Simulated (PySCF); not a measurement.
Question: Write Cartesian coordinates for TMS, `C[Si](C)(C)C` as optimised with GFN2-xTB.

Answer: 
```
atom  x, y, z in Å
C1    -0.407   -1.213   -1.419
Si2   -0.001   -0.001   -0.002
C3     0.008    1.786   -0.675
C4    -1.320   -0.155    1.370
C5     1.716   -0.416    0.722
H6    -1.380   -1.004   -1.853
H7    -0.419   -2.242   -1.070
H8     0.327   -1.148   -2.217
H9     0.242    2.502    0.106
H10   -0.958    2.058   -1.089
H11    0.746    1.908   -1.462
H12   -2.312    0.075    0.994
H13   -1.351   -1.160    1.779
H14   -1.117    0.526    2.192
H15    1.746   -1.426    1.117
H16    2.493   -0.337   -0.033
H17    1.977    0.259    1.531
```

Orientation and origin are arbitrary. Atoms count from 1 in this order. Si2 (four-coordinate silicon) is tetrahedral (angles from 109.4° to 109.6°). All 4 C–Si bonds measure 1.909 Å.

Bonds between heavy atoms (Å): C1–Si2 1.909, Si2–C3 1.909, Si2–C4 1.909, Si2–C5 1.909.

The geometry is computed with GFN2-xTB (gas phase).

Point group: Td (every atom within 0.08 Å of its image). GFN2-xTB frequencies: not computed here.
